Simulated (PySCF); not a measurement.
ReO₃Br, SMILES [O]=[Re](=[O])(=[O])[Br], multiplicity 1. The structure is a stationary point at PBE-D3(BJ)/def2-SVP. The multiplicity is an assumed one; other spin states were not compared. The def2 effective core potentials stand for the cores of Re; spin–orbit coupling is left out.

Computed equilibrium geometry at PBE-D3(BJ)/def2-SVP (PySCF confirms it by a frequency run) as bond lengths and angles, and its point group:
point group C3v.
Atoms: Re1 O2 O3 O4 Br5. Bonds (Å): Re1–O2 1.716, Re1–O3 1.716, Re1–O4 1.716, Re1–Br5 2.405. Bond angles (°): O2–Re1–O3 108.8, O2–Re1–O4 108.8, O2–Re1–Br5 110.2, O3–Re1–O4 108.8, O3–Re1–Br5 110.2, O4–Re1–Br5 110.2.
